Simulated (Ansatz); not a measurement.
The same ligand exchange along the group B, Al, Ga, In.

Computed with Ansatz on PBE0-D4/def2-TZVP structures; ΔE is electronic, products minus reactants. CBS: MP2 limit from def2 TZ/QZ plus the TZ coupled-cluster correction, frozen cores. This one scheme is used for every species. Functionals use def2-TZVPP. B3LYP here is the variant with VWN-RPA as its local correlation; programs differ in this. Elements past krypton have def2 core potentials. For Ga, In outer-core shells are correlated without core-valence functions, which leaves a few kJ/mol of doubt a bond. Scalar relativity is left out up to krypton. Each species was taken in one conformer, which may not be the lowest.

| reaction | CCSD(T)/def2-SVP (eV) | B3LYP-D4 (eV) |
| --- | --- | --- |
| boron trifluoride + silanol → `FB(F)O[SiH3]` + H–F | 0.11 | 0.07 |
| `[F][Al]([F])[F]` + silanol → `[F][Al]([F])[O][SiH3]` + H–F | 0.17 | 0.18 |
| `[F][Ga]([F])[F]` + silanol → `[F][Ga]([F])[O][SiH3]` + H–F | 0.06 | 0.05 |
| `[F][In]([F])[F]` + silanol → `[F][In]([F])[O][SiH3]` + H–F | 0.06 | 0.11 |

Q: Give the CCSD(T)/CBS values in the same order. (An estimate is asked.)

A: Computed: 0.04, 0.17, -0.03, -0.01 eV.

Largest T1 diagnostic: 0.018, for `[F][In]([F])[F]`.
